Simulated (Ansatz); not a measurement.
Isolated molecules relaxed with PBE0-D4/def2-TZVP in Ansatz; ΔE leaves out vibrations. CCSD(T)/CBS is the MP2 limit (def2-TZVPP, def2-QZVPP) plus CCSD(T) − MP2 in def2-TZVPP, frozen cores. This one scheme is used for every species. Functionals use def2-TZVPP. For Se outer-core shells are correlated without core-valence functions, which leaves a few kJ/mol of doubt a bond. Scalar relativity is left out up to krypton. One conformer a species, not always the lowest.

Reaction (substitution at a C–B bond): `N=C(N)BCl` + `[SiH3][SeH]` → `N=C(N)[Se][SiH3]` + `BCl`

```csv
level,ΔE (kJ/mol)
r2SCAN-D4,33.1
r2SCAN,34.1
```

**Question.** What does CCSD(T)/CBS give? (Estimate.)

**Answer.** Ansatz gave: +36.1 kJ/mol. The listed levels differ from it by -3.0, -2.0 kJ/mol.

Largest T1 diagnostic among the species: 0.014.

In def2-TZVPP, CCSD(T) changes the Hartree–Fock value by −8.0 kJ/mol (the triples alone add −3.0 kJ/mol) and MP2 by −14.9 kJ/mol. The D4 term adds −6.4 kJ/mol with B3LYP and −3.5 kJ/mol with PBE0; it sums over pairs of atoms, weighted by their polarisabilities, and B3LYP, whose exchange is more repulsive, gets the larger term.

B3LYP here is the variant with VWN-RPA as its local correlation; programs differ in this.
